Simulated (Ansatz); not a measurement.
Hf₂B₂. Total charge 0; singlet. Geometry r2SCAN-D4/def2-TZVP.

| atom | x (Å) | y (Å) | z (Å) |
| --- | --- | --- | --- |
| Hf1 | 0.6586 | 1.0500 | 1.0909 |
| Hf2 | -0.4932 | 1.0138 | -1.2065 |
| B3 | 0.2580 | -1.0213 | 0.7362 |
| B4 | -0.4234 | -1.0425 | -0.6206 |

In the def2 sets Hf takes a core potential; there is no spin–orbit coupling. LC-ωPBE has ω = 0.4 bohr⁻¹. The restricted singlet is unstable towards broken spin symmetry at other levels; at PBE-D4/def2-TZVP, r2SCAN-D4/def2-TZVP, PBE0-D4/def2-TZVP, LC-ωPBE/def2-TZVP this wasn't settled. No other spin state of charge 0 was run. The geometry of the singlet was relaxed on an unsound state (restricted singlet, unstable towards broken spin symmetry at other levels and untested here). Another isomer (triplet) lies 0.77 eV lower at PBE0-D4/def2-TZVP; other spin states weren't run for this one.

**Question.** Estimate the orbital energies around the gap (eV) in Ansatz with PBE-D4/def2-TZVP, r2SCAN-D4/def2-TZVP, PBE0-D4/def2-TZVP, LC-ωPBE/def2-TZVP.

**Answer.** 
```tsv
orbital	PBE-D4/def2-TZVP	r2SCAN-D4/def2-TZVP	PBE0-D4/def2-TZVP	LC-ωPBE/def2-TZVP
HOMO−5	-6.23	-6.44	-7.21	-9.60
HOMO−4	-5.53	-5.58	-6.27	-8.41
HOMO−3	-4.74	-4.78	-5.39	-7.44
HOMO−2	-4.65	-4.68	-5.25	-7.14
HOMO−1	-4.08	-4.16	-4.87	-7.02
HOMO	-3.35	-3.47	-4.05	-6.02
LUMO	-2.88	-2.71	-2.34	-0.83
LUMO+1	-2.81	-2.57	-1.88	0.07
LUMO+2	-2.18	-2.05	-1.44	0.73
LUMO+3	-2.01	-1.79	-1.12	0.76
LUMO+4	-1.83	-1.65	-1.10	0.80
LUMO+5	-1.82	-1.61	-1.01	1.02
```
